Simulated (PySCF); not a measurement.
# One molecule, several mistakes: ClGeH2O2

All numbers below are calculated, not measured. They come from PySCF 2.14.0, an open-source quantum chemistry program, on an isolated molecule that a program drew, which may never have been made. The molecule is ClGeH2O2 (charge 0, doublet), drawn as the SMILES string `[OH][Ge]([OH])[Cl]`.

Each row is a Hartree-Fock (HF) and frozen-core CCSD(T) single point in the cc-pV(D+d)Z basis, meant for a local HF minimum. Run 1 is clean. Each other run has one planted mistake out of seven kinds, and not every kind appears here: one electron removed, one electron added, multiplicity raised by two, geometry at a saddle point, minimal basis STO-3G, one bond length entered in bohr, all coordinates scaled. The reference is restricted for singlets and unrestricted otherwise, and also for a bond in bohr. Adding or removing an electron swaps singlet and doublet. Electrons count all cores. HOMO and LUMO are orbital energies over both spins, the gradient is its largest component, and the lowest frequency (negative if imaginary) is given only where the gradient is small. Bond lengths are over the 5 bonds as drawn. T1 is the CCSD diagnostic: over 0.02 (restricted) or 0.045 (unrestricted) a single reference is doubtful. Germanium has the cc-pVDZ-PP basis, with a core potential (ECP10MDF) in place of its 10 inner electrons, and its 3s, 3p and 3d shells are frozen in CCSD(T).

Geometry of the clean run:
```xyz
6
ClGeH2O2, angstrom
O    -1.7405    0.5557   -0.4709
Ge   -3.1956    0.0740    0.4066
O    -4.4689    0.1228   -0.8029
Cl   -2.9284   -1.9624    1.1415
H    -0.9140    0.3286   -0.0661
H    -4.1452    0.2808   -1.6820
```

| run | electrons | basis functions | <S^2> | HOMO (eV) | LUMO (eV) | gradient (hartree/bohr) | lowest frequency (cm^-1) | mean bond (Å) | longest bond (Å) | T1 | HF (hartree) | CCSD(T) (hartree) | mistake |
|---|---|---|---|---|---|---|---|---|---|---|---|---|---|
| 1 | 67 | 84 | 0.759 | -10.21 | 0.24 | 2.4e-05 | 145 | 1.5205 | 2.181 | 0.0158 | -903.84262 | -904.46950 | no fault |
| 2 | 67 | 84 | 3.765 | -3.52 | -2.60 | 1.6e-01 | - | 1.5205 | 2.181 | 0.0363 | -903.54704 | -904.16104 | multiplicity raised by two |
| 3 | 68 | 84 | 0.000 | -1.60 | 9.61 | 9.1e-02 | - | 1.5205 | 2.181 | 0.0130 | -903.86615 | -904.51109 | one electron added |
| 4 | 66 | 84 | 0.000 | -18.95 | -8.34 | 7.7e-02 | - | 1.5205 | 2.181 | 0.0232 | -903.50014 | -904.14660 | one electron removed |
| 5 | 67 | 84 | 0.757 | -9.94 | 0.63 | 3.2e-02 | - | 1.4794 | 2.122 | 0.0146 | -903.83718 | -904.45780 | all coordinates scaled |
| 6 | 67 | 84 | 1.567 | -10.48 | 0.15 | 3.2e-02 | - | 1.6892 | 2.181 | 0.0558 | -903.70845 | -904.32428 | ? |

**Which mistake was planted in run 6, and what did it cost?**

The mean bond changes by a factor of 1.111 and the longest by 1.000, so the molecule wasn't scaled as a whole. A length L in bohr read as angstrom grows by (1/0.5292 - 1) L = 0.890 L. The 5 bonds together grew by 5 x 0.1687 = 0.844 Å, which gives L = 0.948 Å. That is the length of one of the H-O bonds, 0.948 Å in the clean geometry. So the mistake is: one bond length entered in bohr. Subtracting run 1 and multiplying by 627.51 kcal/mol a hartree, the energy moved by 84.2 kcal/mol in HF and 91.1 kcal/mol in CCSD(T).

Cautions from the logs. Run 4: T1 is over the limit, so its CCSD(T) energy is less reliable; run 6: T1 is over the limit, so its CCSD(T) energy is less reliable.
